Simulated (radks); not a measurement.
Rh3+, configuration [Ar] 3d10 4s2 4p4 4d6 4f2 (not the ground configuration). All-electron calculation, scalar-relativistic Kohn-Sham, TASK exchange with Perdew-Wang LDA correlation, spin-unpolarised, spherical densities, finite nucleus; meta-GGA in the generalised Kohn-Sham scheme; Fermi nuclear charge, rms radius 4.4945 fm. Program: a radial shooting solver on a logarithmic mesh with Libxc functionals.

Radial electron density D(r) = 4 pi r^2 rho(r):

| r (bohr) | D(r) (e/bohr) |
|---|---|
| 0.004185 | 11.92 |
| 0.004834 | 14.76 |
| 0.005582 | 18.11 |
| 0.006499 | 22.23 |
| 0.007505 | 26.65 |
| 0.008668 | 31.52 |
| 0.01009 | 36.99 |
| 0.01165 | 42.24 |
| 0.01346 | 47.24 |
| 0.01567 | 51.84 |
| 0.01809 | 55.12 |
| 0.0209 | 56.98 |
| 0.02433 | 57.18 |
| 0.0281 | 55.79 |
| 0.03245 | 53.33 |
| 0.03777 | 50.55 |
| 0.04362 | 48.93 |
| 0.05038 | 49.42 |
| 0.05865 | 52.89 |
| 0.06774 | 58.62 |
| 0.07823 | 65.22 |
| 0.09107 | 70.56 |
| 0.1052 | 71.72 |
| 0.1215 | 68.02 |
| 0.1403 | 60.59 |
| 0.1633 | 52.11 |
| 0.1886 | 47.33 |
| 0.2178 | 47.72 |
| 0.2536 | 52.26 |
| 0.2928 | 56.10 |
| 0.3382 | 55.05 |
| 0.3937 | 46.96 |
| 0.4547 | 35.09 |
| 0.5251 | 23.66 |
| 0.6113 | 16.03 |
| 0.706 | 13.69 |
| 0.8153 | 13.99 |
| 0.9492 | 14.19 |
| 1.096 | 12.76 |
| 1.266 | 9.933 |
| 1.474 | 6.556 |
| 1.702 | 3.899 |
| 1.966 | 2.133 |
| 2.288 | 1.145 |
| 2.643 | 0.7476 |
| 3.052 | 0.5954 |
| 3.525 | 0.5092 |
| 4.104 | 0.4003 |
| 4.739 | 0.2704 |
| 5.473 | 0.1496 |
| 6.372 | 0.06402 |
| 7.358 | 0.02281 |
| 8.498 | 0.006214 |
| 9.893 | 0.001094 |
| 11.43 | 0.0001402 |

D(r) has 4 maxima, at r = 0.0230, 0.101, 0.307, 0.905 bohr, and minima at 0.0458, 0.199, 0.729 bohr, inside which lie 2.02, 11.12, 29.20 electrons.
